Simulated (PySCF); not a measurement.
Electron correlation in F²⁺ (fluorine, charge +2)

[He] 2s2 2p2 3s1, 3s spin antiparallel (an excited configuration). All numbers are calculated (PySCF 2.14, scalar relativity by spin-free X2C-1e, in aug-cc-pCVTZ-DK (7s6p4d2f, 59 functions)). Frozen: 1s2; 5 electrons correlated.

MP2 pair energies summed by pair of shells (mhartree):

| pair | energy | share (%) |
| --- | --- | --- |
| 2s-2p | -48.59 | 51.1 |
| 2s-2s | -24.28 | 25.5 |
| 2p-2p | -7.98 | 8.4 |
| 2s-3s | -7.71 | 8.1 |
| 2p-3s | -6.54 | 6.9 |

Total MP2 correlation energy: -95.10 mhartree.

Same-spin part -18.16 and opposite-spin part -76.94 mhartree; SCS-MP2 scales them by 1/3 and 6/5 to -98.39 mhartree.
